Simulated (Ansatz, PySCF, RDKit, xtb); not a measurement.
Noncovalent pair: CH3F (SMILES CF) (first 5 atoms) with CH2O (SMILES C=O); geometry from B3LYP-D3(BJ)/def2-TZVP.
(charge 0, multiplicity 1):
```xyz
9

C      0.1629    -0.2608    -0.4566
F      0.4513     1.0416    -0.0360
H      1.0010    -0.6223    -1.0531
H      0.0210    -0.8818     0.4265
H     -0.7446    -0.2335    -1.0603
C      0.2866     0.3925     3.1783
O      0.0338    -0.7542     2.9200
H      0.3590     0.7464     4.2250
H      0.4575     1.1427     2.3873
```

Monomers are frozen at their geometry in the pair; levels with a basis set take the counterpoise correction.

Rows in 6-31G* carry no dispersion term and start afresh at each structure (6-31G* with six Cartesian d functions).

Programs: Ansatz (Gaussian basis) for Hartree–Fock, density functionals and correlated methods; PySCF for 6-31G* rows, the dispersion terms; RDKit for the force fields; xtb for the GFN methods. Values without a source in brackets are computed.

Task: One of these levels gives -2.72 kcal/mol for the interaction energy. Which?
(A) MMFF94
(B) BHLYP-D3(BJ)/def2-TZVPPD
(C) B3LYP/6-31G*
(D) GFN2-xTB

Result: D, GFN2-xTB. The others give -2.42 (MMFF94), -1.47 (B3LYP/6-31G*), -3.37 (BHLYP-D3(BJ)/def2-TZVPPD)

Ansatz is a quantum-chemistry and plane-wave program.
